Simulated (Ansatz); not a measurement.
Geometry optimisation, RKS BHLYP-D4/def2-SVPD (Ansatz 0.2.0).

The input (input.yaml):

```yaml
crystal:
  periodic: [false, false, false]
  atoms:
    - { symbol: B, position_ang: [0.0, 0.0, 0.0] }
    - { symbol: "N", position_ang: [0.0, 0.0, 1.55] }
    - { symbol: H, position_ang: [-0.877, -0.2713, 2.08] }
    - { symbol: H, position_ang: [0.877, 0.2713, 2.08] }
    - { symbol: F, position_ang: [1.1431, 0.0, -0.66] }
    - { symbol: C, position_ang: [-1.3856, 0.0, -0.8] }
    - { symbol: H, position_ang: [-1.9458, -0.9305, -0.5708] }
    - { symbol: H, position_ang: [-1.9898, 0.8797, -0.4946] }
    - { symbol: H, position_ang: [-1.1839, 0.0508, -1.8903] }
basis:
  gaussian: { orbitals: def2-SVPD }
hamiltonian:
  xc: { name: BHLYP }
  dispersion: d4
relax:
  f_tol: 0.02
  max_steps: 40
output:
  orbitals: {}
```

Run as:

```bash
$ ansatz run input.yaml --threads 2 --pin off --max-ram 3072MiB --backend cpu --events-out ev --progress --plain --runs-dir out
```

Question: Where does it end, and by what steps?

Answer: The forces met the threshold. The force dipped under the threshold on the way, but the program's further checks kept it going. After 19 steps the energy has fallen by 0.723 eV; F5 moved furthest, 0.76 Å.

| step | energy less start (eV) | largest force component (eV/Å) | accepted |
| --- | --- | --- | --- |
| 0 | 0.0000 | 3.730 | yes |
| 1 | -0.5743 | 2.022 | yes |
| 2 | -0.6582 | 1.321 | yes |
| 3 | -0.6169 | 1.150 | no |
| 4 | -0.6847 | 0.192 | yes |
| 5 | -0.6902 | 0.090 | yes |
| 6 | -0.6877 | 0.444 | no |
| 7 | -0.6944 | 0.129 | yes |
| 8 | -0.6975 | 0.177 | yes |
| 9 | -0.7086 | 0.055 | yes |
| 10 | -0.7168 | 0.142 | yes |
| 11 | -0.6866 | 0.814 | no |
| 12 | -0.7217 | 0.008 | yes |
| 13 | -0.7217 | 0.147 | no |
| 14 | -0.7223 | 0.061 | yes |
| 15 | -0.7222 | 0.096 | no |
| 16 | -0.7227 | 0.020 | yes |
| 17 | -0.7228 | 0.031 | yes |
| 18 | -0.7214 | 0.177 | no |
| 19 | -0.7229 | 0.003 | yes |

```xyz
9
Properties=species:S:1:pos:R:3
B -0.088 0.181 0.108
N 0.032 -0.173 1.449
H -0.714 -0.581 1.976
H 0.881 -0.038 1.964
F 0.999 0.720 -0.476
C -1.382 -0.001 -0.754
H -2.212 -0.451 -0.206
H -1.712 0.968 -1.141
H -1.166 -0.625 -1.625
```

Whether the end is a true minimum wasn't checked by a vibrational analysis.

The run took 49 s on 2 threads of Arm Neoverse V2, with other jobs on the host, peak memory 0.26 GiB.
